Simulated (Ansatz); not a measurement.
Mulliken charges of `C[O][SnH][F]` radical from ωB97M-V/def2-TZVPP in Ansatz (PBE0-D4/def2-TZVP geometry).

```
atom   x (Å)   y (Å)   z (Å)  charge (e)
  C1  -0.767   0.682  -0.720      -0.168
  O2  -0.525  -0.614  -0.224      -0.518
 Sn3   1.227  -1.208   0.429       0.903
  F4   1.861   0.367   1.361      -0.491
  H5  -0.483   0.767  -1.775       0.109
  H6  -0.240   1.455  -0.151       0.123
  H7  -1.842   0.872  -0.645       0.117
  H8   0.860  -2.378   1.668      -0.074
```

**Question.** By hand: the dipole of these point charges (1 e Å = 4.8032 D).

**Answer.** Σ q r = (0.234, -0.527, -0.455) e Å, of length 0.735 e Å = 3.53 D.

**Question.** How does the dipole of the full density compare? (Estimate.)

**Answer.** Computed: (0.072, -0.303, -0.294) e Å, 2.06 D; the point charges give 1.71 times that, at 9° from its direction.

Point charges leave out the atoms' own dipoles, such as those of lone pairs, and Mulliken's split depends on the basis, so the two needn't agree.
